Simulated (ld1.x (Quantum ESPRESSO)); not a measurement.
## How hard is this beryllium (Be) ultrasoft potential?

```json
{
  "Element": "Be (Z = 4)",
  "Generator": "ld1.x (Quantum ESPRESSO) 7.5",
  "Type": "ultrasoft",
  "Functional": "PBE",
  "Relativity": "scalar-relativistic",
  "Frozen core": "[He]",
  "Valence charge": "2",
  "Reference configuration": "2s2 2p0",
  "Partial waves": "2s (bound): rcut 1.95, rcutus 2.30 bohr; 2s channel at 1.96 Ry: rcut 1.95, rcutus 2.30 bohr; 2p (bound, empty): rcut 3.15, rcutus 3.80 bohr; 2p channel at 2.6 Ry: rcut 3.15, rcutus 3.80 bohr",
  "Local potential": "all-electron potential smoothed inside 2.35 bohr (lloc = -1)",
  "Core correction": "none",
  "Augmentation charge": "PSQ, inside the norm-conserving radii"
}
```

The pseudo-atom Hamiltonian at the reference potential is diagonalised in spherical Bessel functions j_l(qr) that vanish at 20 bohr, with q² up to the cutoff. All-electron valence levels (Ry): 2s -0.4123, 2p -0.1484.

**Question.** How do the lowest levels (Ry) of each channel move with the cutoff, and are there ghosts?

**Answer.**

| cutoff (Ry) | s #1 | s #2 | p #1 | p #2 | d #1 | f #1 | Σ f·Δε (mRy) |
| --- | --- | --- | --- | --- | --- | --- | --- |
| 8 | -0.4123 | 0.0029 | -0.1483 | 0.0389 | 0.0653 | 0.1138 | 0.1 |
| 10 | -0.4123 | 0.0029 | -0.1484 | 0.0388 | 0.0653 | 0.1138 | 0.1 |
| 400 | -0.4123 | 0.0029 | -0.1484 | 0.0388 | 0.0653 | 0.1138 | 0.0 |

Result: no extra level below or beside the all-electron valence levels (s, p, d, f tested); 10 mRy is reached at 6 Ry and 1 mRy at 6 Ry.

Its largest configuration-test error is +1199 meV.
